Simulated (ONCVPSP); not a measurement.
What one change does to a pseudopotential (Sr (Z = 38), ONCV)

ONCVPSP 4.0.1 input, shortened (lines: element, Z, core and valence counts, functional; n l f; lmax; l rc ep ncon nbas qcut; lloc lpopt rc5 dvloc0; l nproj debl; icmod fcfact rcfact), LDA (Perdew-Zunger), scalar-relativistic:

```
  Sr 38.00    8    1        3      upf
    1    0    2.00
    2    0    2.00
    2    1    6.00
    3    0    2.00
    3    1    6.00
    3    2   10.00
    4    0    2.00
    4    1    6.00
    5    0    2.00
    2
    0    3.70    0.00    5    8    2.00
    1    4.00    0.16    4    7    1.90
    2    2.85    0.37    4    8    3.30
    4    5    2.25    4.00
    0    3    1.90
    1    2    0.80
    2    2    2.40
    0    0.00    0.00
```

In the p channel the program set the typed energies aside and used 0.050, 0.850 Ha. In the d channel the program set the typed energies aside and used 0.050, 2.450 Ha.

Change: all radii scaled by about 0.90 (s 3.34, p 3.62, d 2.58 bohr); local potential polynomial inside 2.04 bohr (lpopt 5, dvloc0 4 Ha).

Cutoffs: the cutoffs (Ha) at which the residual kinetic energy of the hardest occupied pseudo-wave falls to 1 and 0.1 mHa per electron; they do not see the model core or the augmentation charge, which bear on the density cutoff. Errors are all-electron minus pseudo energies relative to the spin-unpolarised reference configuration.

**Question.** What does the change do?

**Answer.** The potential gets harder (1.6 Ha and 3.0 Ha → 1.6 Ha and 7.5 Ha); the errors of the 4 common tests hardly move; neither file shows a bound ghost. A smaller radius makes the pseudo-wave follow the all-electron one further in, where it bends more sharply, so more plane waves are needed.

```csv
quantity,base,changed
"cutoff, loose",1.6 Ha,1.6 Ha
"cutoff, tight",3.0 Ha,7.5 Ha
bound ghosts,none,none
GHOST(+) flags under 300 eV,s at 143.8 eV,"s at 117.8 eV, s at 232.4 eV"
"error for 5s1, meV [ΔE 6.06 eV]",+33,+33
"error for 5s1.5, meV [ΔE 2.41 eV]",+5.0,+4.9
"error for 5s1 5p1, meV [ΔE 2.39 eV]",+18,+18
"error for 4d1 5s1, meV [ΔE 2.34 eV]",+175,+170
```

Base: The cutoffs count occupied waves only; projector 2 of the d channel, the hardest unoccupied one, needs 34 Ha at the loose tolerance. Changed file: The cutoffs count occupied waves only; projector 2 of the d channel, the hardest unoccupied one, needs 36 Ha at the loose tolerance.
